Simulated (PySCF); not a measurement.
C₆H₁₂N₂SSi.
SMILES with atom numbers: `[CH3:1][C:2]([CH3:3])([CH3:4])[c:5]1[s:6][n:7][n:8][c:9]1[SiH3:10]`

Structure used (GFN2-xTB), in Å, numbered top down from 1:
```xyz
22
C6H12N2SSi angstrom
C     -2.1664    0.8801   -0.2090
C     -0.8987    0.0336   -0.0574
C     -1.0957   -0.9646    1.0928
C     -0.6479   -0.7226   -1.3666
C      0.2736    0.9081    0.2707
S      0.0700    2.5449    0.7745
N      1.7023    2.7382    0.9676
N      2.3518    1.7021    0.6915
C      1.6283    0.6341    0.2954
Si     2.6692   -0.8785   -0.1166
H     -3.0116    0.2441   -0.4633
H     -2.0438    1.6195   -0.9982
H     -2.3988    1.4014    0.7175
H     -1.9444   -1.6107    0.8810
H     -1.2872   -0.4383    2.0259
H     -0.2110   -1.5824    1.2205
H      0.1988   -1.3962   -1.2702
H     -0.4466   -0.0253   -2.1772
H     -1.5272   -1.3086   -1.6250
H      3.9960   -0.6470    0.4375
H      2.7182   -1.0383   -1.5729
H      2.0606   -2.0740    0.4808
```

Probes without a nucleus sit at each ring's centroid and 1 Å off its mean plane on both sides; NICS is minus the shielding there, NICSzz its component along the normal. Level: GIAO PBE0/pcSseg-1 (PySCF, non-relativistic, gas phase) on the GFN2-xTB geometry, one conformer.

Ring bond lengths (Å), with Mayer bond orders in brackets: C5–S6 1.725 (1.28), S6–N7 1.655 (1.12), N7–N8 1.254 (1.55), N8–C9 1.349 (1.24), C9–C5 1.382 (1.39).

Q: What do the NICS probes read (ppm)?

A: 
```csv
ring,type,NICS(0),"NICS(1), two faces","NICS(1)zz, two faces",rms pucker (Å),"centre to ring atoms, mean (Å)"
C5–S6–N7–N8–C9,5-membered ring with 2 N and S; formal bonds all aromatic,-11.4,-13.1 / -13.2,-30.5 / -30.9,0.00,1.25
```

Q: What do they say, and how far can they be read as aromaticity?

A: 
- C5–S6–N7–N8–C9: mean NICS(1)zz -30.7 ppm, shielded. For a flat ring without four-coordinate atoms the NICS criterion counts such a value as aromatic.

Q: Give the inner angles of the rings and the Hirshfeld charges of the ring atoms.

A: 
- C5–S6–N7–N8–C9: C5 107.4° (-0.007 e), S6 91.6° (+0.182 e), N7 112.9° (-0.132 e), N8 116.2° (-0.101 e), C9 112.0° (-0.082 e); sum 540.0° against 540° for a flat convex ring.

Q: How shielded are the nuclei of the rings and their hydrogens (means over atoms taken as equivalent)?

A: 
| atoms | environment | σ isotropic (ppm) | principal values of the symmetric part, first atom (ppm) |
| --- | --- | --- | --- |
| C5 | substituted aromatic carbon | -5.8 | -76.2, -37.6, 96.5 |
| S6 | ring sulfur | -42.8 | -464.8, 150.8, 185.6 |
| N7 | pyridine-type nitrogen | -182.5 | -493.2, -172.1, 117.8 |
| N8 | pyridine-type nitrogen | -230.9 | -611.2, -209.8, 128.4 |
| C9 | substituted aromatic carbon | 39.1 | -24.9, 27.2, 114.9 |
